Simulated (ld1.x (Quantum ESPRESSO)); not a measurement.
# Before and after: PAW potential for cobalt (Co)

```json
{"Element": "cobalt", "Generator": "ld1.x (Quantum ESPRESSO) 7.5", "Type": "PAW", "Functional": "PBEsol", "Relativity": "scalar-relativistic", "Frozen core": "[Ar]", "Valence charge": "9", "Reference configuration": "3d7 4s1.5 4p0.5", "Partial waves": "4s (bound): rcut 2.30, rcutus 2.50 bohr; 4s channel at 0.05 Ry: rcut 2.30, rcutus 2.50 bohr; 4p (bound): rcut 2.60, rcutus 3.50 bohr; 4p channel at 0.3 Ry: rcut 2.60, rcutus 3.50 bohr; 3d (bound): rcut 1.40, rcutus 1.90 bohr; 3d channel at 2.4 Ry: rcut 1.40, rcutus 1.90 bohr", "Local potential": "all-electron potential smoothed inside 1.90 bohr (lloc = -1)", "Core correction": "a·sin(br)/r model core, default radius (ld1.x builds one for every PAW set, though the input has nlcc=.false.)", "Augmentation charge": "PSQ, inside the norm-conserving radii"}
```

Change: local potential all-electron potential smoothed inside 1.65 bohr (lloc = -1).

Cutoffs: the cutoffs (Ry, on a coarse ladder) from which the occupation-weighted sum of valence levels, in a spherical-Bessel basis at the reference potential, stays within 10 and 1 mRy of its value at 400 Ry; they do not see the model core or the augmentation charge, which bear on the density cutoff. Errors are all-electron minus pseudo energies relative to the spin-unpolarised reference configuration.

Task: How do hardness, ghosts and transferability respond?

Result: The potential gets neither clearly harder nor softer (30 Ry and 45 Ry → 30 Ry and 45 Ry); of the 7 tests that both files solve, the error grows in 2 and shrinks in 0 by more than 15 % and 0.3 meV (median size 3.3 → 3.6 meV); the range in which the s phases agree narrows (upper end 3.4 → 1.8); the range in which the d phases agree narrows (upper end at the end of the scan → 3.1); neither file shows a bound ghost.

| quantity | base | changed |
| --- | --- | --- |
| cutoff, loose | 30 Ry | 30 Ry |
| cutoff, tight | 45 Ry | 45 Ry |
| bound ghosts | none | none |
| error for 3d7 4s2 4p0, meV [ΔE -2.16 eV] | -0.1 | -0.1 |
| error for 3d7 4s1 4p0, meV [ΔE 6.89 eV] | -2.3 | -2.7 |
| error for 3d7 4s0 4p0, meV [ΔE 23.59 eV] | -10 | -14 |
| error for 3d5 4s0 4p0, meV [ΔE 114.74 eV] | -1530 | -1556 |
| error for 3d7 4s0 4p2, meV [ΔE 6.86 eV] | -3.3 | -3.6 |
| error for 3d7.5 4s1.5 4p0, meV [ΔE -3.12 eV] | -18 | -17 |
| error for 3d7 4s1.5 4p0, meV [ΔE 1.46 eV] | -0.3 | -0.3 |
| s: phases at 3.80 bohr within 0.05 rad from the reference energy up to (Ry; the scan ends near 5) | 3.4 | 1.8 |
| p: phases at 3.80 bohr within 0.05 rad from the reference energy up to (Ry; the scan ends near 5) | 1.6 | 1.6 |
| d: phases at 3.80 bohr within 0.05 rad from the reference energy up to (Ry; the scan ends near 5) | to the end of the scan | 3.1 |
| lowest overlap eigenvalue by channel | s 0.36, p 0.65, d 0.90 | s 0.32, p 0.57, d 0.88 |
